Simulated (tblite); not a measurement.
Compound: C5H4FO2P3.
Geometry (GFN2-xTB, Å), atoms numbered from 1 in this order:
```
atom  x, y, z in Å
C1     3.207    0.133   -0.195
O2     1.804    0.340   -0.243
C3     1.014   -0.612    0.273
O4     1.406   -1.632    0.789
C5    -0.399   -0.255    0.142
P6    -1.408   -1.499    0.837
C7    -3.020   -0.909    0.602
P8    -3.740    0.497   -0.101
C9    -2.367    1.419   -0.653
F10   -2.767    2.583   -1.250
P11   -0.632    1.276   -0.657
H12    3.670    1.090    0.037
H13    3.443   -0.608    0.571
H14    3.553   -0.222   -1.168
H15   -3.768   -1.593    0.995
```

Computed values, GFN2-xTB/tblite, gas phase, harmonic and unscaled. The method is semi-empirical: single wavenumbers can be off by several per cent or more. One conformer, not necessarily the lowest. The optimisation stopped once no atom felt more than 0.01 eV/Å.

Lowest wavenumbers of the output (negative numbers stand for imaginary wavenumbers):
```
mode    cm-1
  1     -25.3
  2      47.9
  3      62.0
  4      92.2
  5     101.6
  6     141.2
  7     222.2
  8     238.9
```

Is this structure a minimum?

Not by this Hessian. 1 mode is imaginary beyond 20i (25i cm⁻¹), so at this level the point lies at or near a first-order saddle. The curvature is small, so loose convergence or finite differences may be the whole cause.

Which atoms move in the imaginary mode?

25i: H14 (methyl hydrogen) 36 %, H13 (methyl hydrogen) 32 %, H12 (methyl hydrogen) 30 %. These are shares of the mass-weighted motion.

What is the remedy?

Step along that mode in both directions, optimise again with tighter thresholds and repeat the frequencies. The zero-point energy of this point (52.0 kcal/mol) counts the 38 real modes alone, and thermal corrections from it aren't those of a minimum.
